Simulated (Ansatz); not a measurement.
Basis-set extrapolation for C2H6O3Si, SMILES `O=C([SiH3])OCO` (PBE0-D4/def2-TZVP geometry, frozen core, Ansatz). Multiplicity 1, RHF reference.

```tsv
	def2-TZVPP	def2-QZVPP
HF	-592.887045	-592.909876
MP2 correlation	-1.151599	-1.239008
CCSD(T) correlation	-1.233094	not run
```

Energies in hartree. Use E(X) = E(∞) + A·exp(−7.88·√X) for Hartree–Fock and E(X) = E(∞) + B·X^(−2.97) for correlation, with X = 3 and 4, and add CCSD(T) minus MP2 of the smaller set to the MP2 limit.

Q: What is the CCSD(T) energy at the basis-set limit?

A: HF limit: -592.909876 + (-0.022831) × 0.13774 = -592.91302. MP2 limit: -1.239008 + (-0.087409) × 0.74074 = -1.30376. Higher-order term: -1.233094 − (-1.151599) = -0.08149. Total: -594.29827 hartree, 467.7 kJ/mol below CCSD(T)/def2-TZVPP.
